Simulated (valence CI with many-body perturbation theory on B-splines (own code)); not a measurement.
Values are calculated unless marked as measured or tabulated.
## Level structure of Ni XXII

Method: relativistic CI+MBPT: five valence electrons over a frozen Dirac-Fock core [He], radial functions for each j: 11 s, 11 p, 10 d, 8 f, 5 g, 2 h, with the one-electron correlation potential Σ1, the two-electron term Σ2, the three-electron term Σ3, Breit, model QED; selected CI, second order for the rest, scaled by the run's own slope (own B-spline code, finite nucleus).

No measured levels were compared; by estimate levels of excited configurations hold to 0.05 to 0.15 % of their energy, terms of the ground configuration to about 0.5 %. Among the levels kept, up to 5500 cm⁻¹ of a level comes from second order outside the variational space, and about a tenth of that is noise between levels of different J, which matters for small intervals.

Levels 91 to 135 of 205, with energies above the lowest level, 2s2.2p3 4S°_3/2. "Leading %" is the weight of the configuration and term that name the level; weights of strongly mixed levels are sums over their largest components and can fall short, so below about 35 % the name and the second component can differ from the true leading terms, or belong to a minority configuration. In the jj column 3d3/2^4 stands for four electrons in 3d with j = 3/2.

| No. | Configuration | Term | J | E (eV) | Leading % | g | Second component | Leading jj |
| --- | --- | --- | --- | --- | --- | --- | --- | --- |
| 91 | 2s.2p3.3d | 6D° | 5/2 | 1195.0 | 93 | 1.635 |  | 2s 2p1/2 2p3/2^2 3d3/2 (34 %) |
| 92 | 2s.2p3.3d | 6D° | 7/2 | 1195.2 | 93 | 1.568 |  | 2s 2p1/2 2p3/2^2 3d5/2 (24 %) |
| 93 | 2s.2p3.3d | 6D° | 9/2 | 1195.6 | 94 | 1.541 | 5 % 2s.2p3.3d 4F° | 2s 2p1/2 2p3/2^2 3d5/2 (48 %) |
| 94 | 2s.2p3.3s | 4P° | 5/2 | 1196.3 | 58 | 1.479 | 24 % 2s.2p3.3s 2D° | 2s 2p3/2^3 3s (52 %) |
| 95 | 2s.2p3.3p | 4D | 1/2 | 1196.6 | 70 | 0.321 | 19 % 2s.2p3.3p 2P | 2s 2p1/2^2 2p3/2 3p1/2 (53 %) |
| 96 | 2s.2p3.3p | 4D | 3/2 | 1197.4 | 55 | 1.216 | 14 % 2s.2p3.3p 2P | 2s 2p1/2 2p3/2^2 3p1/2 (56 %) |
| 97 | 2s.2p3.3p | 4F | 3/2 | 1198.9 | 54 | 0.765 | 19 % 2s.2p3.3p 2P | 2s 2p1/2^2 2p3/2 3p1/2 (59 %) |
| 98 | 2s.2p3.3p | 4F | 5/2 | 1199.5 | 56 | 1.172 | 34 % 2s.2p3.3p 4D | 2s 2p1/2 2p3/2^2 3p1/2 (62 %) |
| 99 | 2s.2p3.3s | 2P° | 1/2 | 1199.7 | 83 | 0.707 | 7 % 2s.2p3.3s 4D° | 2s 2p1/2 2p3/2^2 3s (77 %) |
| 100 | 2s.2p3.3s | 2P° | 3/2 | 1202.2 | 58 | 1.178 | 32 % 2s.2p3.3s 2D° | 2s 2p1/2 2p3/2^2 3s (43 %) |
| 101 | 2s.2p3.3p | 4F | 7/2 | 1203.3 | 74 | 1.283 | 23 % 2s.2p3.3p 4D | 2s 2p1/2 2p3/2^2 3p1/2 (55 %) |
| 102 | 2s.2p3.3p | 4D | 5/2 | 1203.7 | 67 | 1.309 | 20 % 2s.2p3.3p 4F | 2s 2p1/2 2p3/2^2 3p3/2 (42 %) |
| 103 | 2s.2p3.3p | 4D | 3/2 | 1205.3 | 34 | 1.187 | 25 % 2s.2p3.3p 2P | 2s 2p1/2 2p3/2^2 3p3/2 (46 %) |
| 104 | 2s.2p3.3p | 4D | 7/2 | 1205.7 | 66 | 1.342 | 24 % 2s.2p3.3p 2F | 2s 2p1/2 2p3/2^2 3p3/2 (49 %) |
| 105 | 2s.2p3.3p | 2F | 5/2 | 1206.4 | 75 | 0.953 | 13 % 2s.2p3.3p 2D | 2s 2p1/2^2 2p3/2 3p3/2 (50 %) |
| 106 | 2s.2p3.3p | 2P | 1/2 | 1206.7 | 69 | 0.663 | 20 % 2s.2p3.3p 4D | 2s 2p1/2 2p3/2^2 3p3/2 (49 %) |
| 107 | 2s.2p3.3p | 4F | 9/2 | 1208.8 | 99 | 1.330 |  | 2s 2p1/2 2p3/2^2 3p3/2 (99 %) |
| 108 | 2s.2p3.3d | 4D° | 5/2 | 1209.3 | 89 | 1.354 | 5 % 2s.2p3.3d 2D° | 2s 2p1/2^2 2p3/2 3d5/2 (35 %) |
| 109 | 2s.2p3.3p | 2F | 7/2 | 1209.7 | 66 | 1.230 | 30 % 2s.2p3.3p 4D | 2s 2p1/2 2p3/2^2 3p3/2 (82 %) |
| 110 | 2s.2p3.3d | 4D° | 3/2 | 1209.9 | 92 | 1.182 |  | 2s 2p1/2^2 2p3/2 3d5/2 (40 %) |
| 111 | 2s.2p3.3d | 4D° | 7/2 | 1210.7 | 92 | 1.412 | 4 % 2s.2p3.3d 2F° | 2s 2p1/2 2p3/2^2 3d5/2 (33 %) |
| 112 | 2s.2p3.3d | 4D° | 1/2 | 1211.0 | 96 | 0.035 |  | 2s 2p1/2 2p3/2^2 3d5/2 (51 %) |
| 113 | 2s.2p3.3p | 4P | 1/2 | 1212.4 | 90 | 2.534 |  | 2s 2p1/2^2 2p3/2 3p3/2 (55 %) |
| 114 | 2s.2p3.3p | 4P | 3/2 | 1212.4 | 54 | 1.679 | 22 % 2s.2p3.3p 4S | 2s 2p1/2 2p3/2^2 3p3/2 (61 %) |
| 115 | 2s.2p3.3s | 4S° | 3/2 | 1213.8 | 73 | 1.845 | 18 % 2s.2p3.3s 2P° | 2s 2p1/2 2p3/2^2 3s (68 %) |
| 116 | 2s.2p3.3p | 4P | 5/2 | 1215.0 | 85 | 1.541 | 12 % 2s.2p3.3p 2D | 2s 2p1/2 2p3/2^2 3p1/2 (71 %) |
| 117 | 2s.2p3.3p | 2D | 3/2 | 1215.6 | 55 | 1.029 | 32 % 2s.2p3.3p 2P | 2s 2p1/2 2p3/2^2 3p3/2 (65 %) |
| 118 | 2s.2p3.3s | 2S° | 1/2 | 1218.2 | 65 | 1.577 | 30 % 2s.2p3.3s 2P° | 2s 2p1/2 2p3/2^2 3s (69 %) |
| 119 | 2s.2p3.3p | 2D | 5/2 | 1219.9 | 73 | 1.228 | 13 % 2s.2p3.3p 4P | 2s 2p1/2 2p3/2^2 3p3/2 (87 %) |
| 120 | 2s.2p3.3p | 4D | 1/2 | 1220.0 | 68 | 0.249 | 28 % 2s.2p3.3p 2P | 2s 2p1/2 2p3/2^2 3p1/2 (87 %) |
| 121 | 2s.2p3.3s | 2D° | 5/2 | 1221.6 | 87 | 1.239 | 10 % 2s.2p3.3s 4P° | 2s 2p1/2 2p3/2^2 3s (62 %) |
| 122 | 2s.2p3.3p | 4D | 3/2 | 1222.4 | 71 | 1.097 | 9 % 2s.2p3.3p 4F | 2s 2p1/2 2p3/2^2 3p1/2 (63 %) |
| 123 | 2s.2p3.3s | 2D° | 3/2 | 1223.2 | 78 | 0.910 | 16 % 2s.2p3.3s 2P° | 2s 2p1/2 2p3/2^2 3s (51 %) |
| 124 | 2s.2p3.3p | 4D | 5/2 | 1224.8 | 64 | 1.283 | 15 % 2s.2p3.3p 4F | 2s 2p1/2 2p3/2^2 3p3/2 (37 %) |
| 125 | 2s.2p3.3p | 4S | 3/2 | 1226.5 | 50 | 1.776 | 33 % 2s.2p3.3p 4P | 2s 2p1/2 2p3/2^2 3p3/2 (68 %) |
| 126 | 2s.2p3.3p | 4P | 1/2 | 1227.3 | 74 | 2.266 | 10 % 2s.2p3.3p 2S | 2s 2p1/2 2p3/2^2 3p1/2 (48 %) |
| 127 | 2s.2p3.3p | 2P | 1/2 | 1228.1 | 62 | 0.656 | 28 % 2s.2p3.3p 4D | 2s 2p1/2 2p3/2^2 3p3/2 (36 %) |
| 128 | 2s.2p3.3p | 4D | 7/2 | 1228.7 | 64 | 1.355 | 18 % 2s.2p3.3p 2F | 2s 2p3/2^3 3p3/2 (52 %) |
| 129 | 2s.2p3.3p | 4P | 3/2 | 1229.4 | 50 | 1.407 | 24 % 2s.2p3.3p 2D | 2s 2p1/2 2p3/2^2 3p3/2 (54 %) |
| 130 | 2s.2p3.3p | 4P | 5/2 | 1229.7 | 51 | 1.395 | 32 % 2s.2p3.3p 2D | 2s 2p1/2 2p3/2^2 3p3/2 (41 %) |
| 131 | 2s.2p3.3p | 2D | 3/2 | 1231.0 | 42 | 1.219 | 28 % 2s.2p3.3p 4P | 2s 2p1/2 2p3/2^2 3p3/2 (52 %) |
| 132 | 2s.2p3.3d | 4F° | 3/2 | 1232.0 | 90 | 0.462 |  | 2s 2p1/2^2 2p3/2 3d3/2 (44 %) |
| 133 | 2s.2p3.3d | 4F° | 5/2 | 1233.4 | 72 | 0.970 | 18 % 2s.2p3.3d 4G° | 2s 2p1/2 2p3/2^2 3d3/2 (57 %) |
| 134 | 2s.2p3.3d | 4F° | 7/2 | 1235.0 | 47 | 1.128 | 46 % 2s.2p3.3d 4G° | 2s 2p1/2 2p3/2^2 3d3/2 (48 %) |
| 135 | 2s.2p3.3p | 2D | 5/2 | 1235.1 | 39 | 1.282 | 23 % 2s.2p3.3p 4P | 2s 2p3/2^3 3p3/2 (49 %) |

Names give the largest LS component (configuration and term), which can be under half, so a name can repeat, a term be missing and a line seem to break the LS rules; names also repeat where a configuration has a term twice.

Where two levels of one J and parity lie close, their mixing, g and order are uncertain.
